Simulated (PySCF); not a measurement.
# Electron correlation in Pb(67+) (lead, charge +67)

[Ne] 3s2 3p3, high-spin 4S determinant. Computed with PySCF 2.14 in an uncontracted even-tempered set (16 s from 21 bohr⁻², ratio 2.5; 10 p from 27 bohr⁻², ratio 2.5; 4 d from 100 bohr⁻², ratio 2.7; 4 f from 150 bohr⁻², ratio 2.7), with the non-relativistic Hamiltonian (point nucleus). Frozen: 1s2; 13 electrons correlated; the 17 highest virtual orbitals of each spin left out.

| level | correlation energy (mhartree) |
| --- | --- |
| CCSD | -549.39 |
| (T) | -0.67 |
| CCSD(T) | -550.06 |

Diagnostics: T1 = 0.00013, D1 = 0.0004, largest double amplitude 0.020.

A non-relativistic calculation at this Z misses sizeable relativistic shifts. Spin-orbit coupling is strong in this species (close to jj coupling), so the high-spin LS determinant is a model state, not a physical level.

Cost of the coupled-cluster step: of the order of 13 core-seconds, for 13 correlated electrons.

Iterations:

```
CC2 = 0
CCSD nocc = (np.int64(8), np.int64(5)), nmo = (76, 76)
frozen orbitals [[0, 77, 78, 79, 80, 81, 82, 83, 84, 85, 86, 87, 88, 89, 90, 91, 92, 93], [0, 77, 78, 79, 80, 81, 82, 83, 84, 85, 86, 87, 88, 89, 90, 91, 92, 93]]
max_cycle = 100
direct = 0
conv_tol = 1e-08
conv_tol_normt = 1e-06
diis_space = 8
diis_start_cycle = 0
Init t2, MP2 energy = -0.529587577022982
Init E_corr(UCCSD) = -0.529587577022982
cycle = 1  E_corr(UCCSD) = -0.545683445467398  dE = -0.0160958684  norm(t1,t2) = 0.00816385
cycle = 2  E_corr(UCCSD) = -0.548672786935101  dE = -0.00298934147  norm(t1,t2) = 0.00164191
cycle = 3  E_corr(UCCSD) = -0.549397127301243  dE = -0.000724340366  norm(t1,t2) = 0.000341662
cycle = 4  E_corr(UCCSD) = -0.549393493893133  dE = 3.63340811e-06  norm(t1,t2) = 7.46736e-06
cycle = 5  E_corr(UCCSD) = -0.549393499882515  dE = -5.98938188e-09  norm(t1,t2) = 2.45248e-08
UCCSD converged
E(UCCSD) = -14207.17121787439  E_corr = -0.5493934998825146
UCCSD(T) correction = -0.000672106505163692
```

At this charge a non-relativistic calculation is a model, useful for the Z dependence of the correlation energy.

Spin-orbit coupling is strong in this species, so the high-spin LS determinant is a model state.
